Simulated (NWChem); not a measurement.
Molecule: C$_{4}$H$_{7}$Cl; SMILES C1C(Cl)(C1)C

Computed with NWChem. Each level has its own optimisation. Brackets give each atom's bonded neighbours.

For level Hartree-Fock/3-21G:

```
Property    Value
----------  -----
r C–Cl (Å)  1.860
dipole (D)   2.85
```

### Question
How do the values read with level PBE0/def2-SVP instead?

### Answer
The r C–Cl (Å) comes out as 1.779 and the dipole (D) comes out as 1.84.
